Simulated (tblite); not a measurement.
Species: C7H11O (doublet state).
Structure used (GFN2-xTB), in Å, numbered top down from 1:
```xyz
19
C7H11O angstrom
C      2.1517    1.0633   -0.4419
C      1.1912    0.2450   -0.0415
C      0.7132   -0.9892   -0.7563
C     -0.5118   -1.4514    0.0267
C     -1.0538   -0.1909    0.8078
C     -1.7816    0.7794   -0.1357
O     -1.7061   -0.5028    1.8904
C      0.3679    0.4391    1.1845
H      2.4070    1.9518    0.1096
H      2.7387    0.8578   -1.3209
H      0.4644   -0.7534   -1.7927
H      1.4864   -1.7600   -0.7735
H     -1.3099   -1.8436   -0.6007
H     -0.2549   -2.2020    0.7734
H     -1.1335    1.1097   -0.9424
H     -2.1230    1.6436    0.4291
H     -2.6569    0.2851   -0.5516
H      0.2523    1.4753    1.4951
H      0.7489   -0.1475    2.0213
```

Computed with GFN2-xTB (tblite): harmonic, unscaled wavenumbers at the GFN2-xTB geometry, gas phase. Against measured fundamentals such values can be off by several per cent, at times by over 20. One conformer, not necessarily the lowest. Open shells enter through the occupations alone, without spin polarisation, and single modes of such species can be off by tens of per cent.

Harmonic wavenumbers (cm⁻¹): 69.3, 147.5, 184.5, 223.2, 302.6, 338.2, 375.1, 401.4, 454.7, 537.6, 576.9, 659.7, 739.8, 750.5, 824.5, 873.1, 894.2, 896.7, 938.7, 943.6, 972.0, 1009.1, 1040.4, 1061.5, 1099.6, 1117.8, 1170.6, 1203.5, 1236.3, 1270.4, 1272.9, 1306.0, 1382.9, 1405.0, 1436.4, 1454.5, 1468.8, 1476.7, 1489.1, 1703.3, 2963.0, 2980.5, 2984.5, 3008.1, 3014.0, 3015.8, 3032.3, 3042.6, 3045.0, 3106.4, 3131.9.

A = 3541, B = 1650, C = 1509 MHz; mass 111.081 u (most abundant isotopes); point group C1, symmetry number 1; spin multiplicity 2.

**Question.** What is the zero-point energy?

**Answer.** Half the sum of the wavenumbers: 35016 cm⁻¹ = 100.12 kcal/mol.

**Question.** Give the ideal-gas entropy at 298.15 K and 1 bar in the rigid-rotor, harmonic-oscillator model (classical rotation).

**Answer.** Translation 40.06, rotation 27.99, vibration 20.10, spin (R ln 2) 1.38: S = 89.5 cal/(mol K).

**Question.** And Cp and H(298.15 K) − H(0)?

**Answer.** Cp = 34.53 cal/(mol K), of which vibrations give 26.58 (their classical limit is 51 R = 101.3); H(298.15 K) − H(0) = 5.88 kcal/mol without the zero-point energy, 3.51 from vibrations.

**Question.** What must be added to the electronic energy to get the Gibbs energy at 298.15 K and 1 bar?

**Answer.** ZPE + [H(298.15 K) − H(0)] − T·S = 100.12 + 5.88 − 26.69 = 79.31 kcal/mol.

**Question.** Which modes carry the vibrational entropy at 298.15 K?

**Answer.** 69.3 cm⁻¹: 4.17; 147.5 cm⁻¹: 2.70; 184.5 cm⁻¹: 2.28; 223.2 cm⁻¹: 1.93; 302.6 cm⁻¹: 1.40; 338.2 cm⁻¹: 1.22 cal/(mol K); the other 45 give 6.39 together.

**Question.** How do the functions run with temperature in this model?

**Answer.** 
```json
{"T (K)": "50", "S (cal/(mol K))": "56.4", "Cp (cal/(mol K))": "10.4", "H − H(0) (kcal/mol)": "0.44", "G − H(0) (kcal/mol)": "-2.38", "ln q(vib)": "0.17"}
{"T (K)": "100", "S (cal/(mol K))": "64.9", "Cp (cal/(mol K))": "14.8", "H − H(0) (kcal/mol)": "1.07", "G − H(0) (kcal/mol)": "-5.42", "ln q(vib)": "0.73"}
{"T (K)": "373.15", "S (cal/(mol K))": "98.1", "Cp (cal/(mol K))": "42.5", "H − H(0) (kcal/mol)": "8.77", "G − H(0) (kcal/mol)": "-27.85", "ln q(vib)": "5.73"}
{"T (K)": "500", "S (cal/(mol K))": "112.3", "Cp (cal/(mol K))": "54.2", "H − H(0) (kcal/mol)": "14.93", "G − H(0) (kcal/mol)": "-41.21", "ln q(vib)": "8.47"}
{"T (K)": "750", "S (cal/(mol K))": "137.5", "Cp (cal/(mol K))": "70.3", "H − H(0) (kcal/mol)": "30.65", "G − H(0) (kcal/mol)": "-72.51", "ln q(vib)": "14.02"}
{"T (K)": "1000", "S (cal/(mol K))": "159.3", "Cp (cal/(mol K))": "80.8", "H − H(0) (kcal/mol)": "49.62", "G − H(0) (kcal/mol)": "-109.68", "ln q(vib)": "19.42"}
```

q(vib) and H(0) count from the zero-point level.

**Question.** Blend soft modes into free rotors: weight 1/[1 + (100 cm⁻¹/ν̃)⁴] for the oscillator and the rest for a rotor with moment μB/(μ + B), μ = h/(8π²ν), B = 10⁻⁴⁴ kg m². What vibrational entropy results?

**Answer.** 19.30 cal/(mol K) in place of 20.10, which changes −T·S at 298.15 K by +0.24 kcal/mol.

Hindered rotation and anharmonicity are outside this model. Other conformers, if any are populated, would add a mixing term that is left out. The structure is chiral; the term R ln 2 for an equal mix with its mirror image is left out.
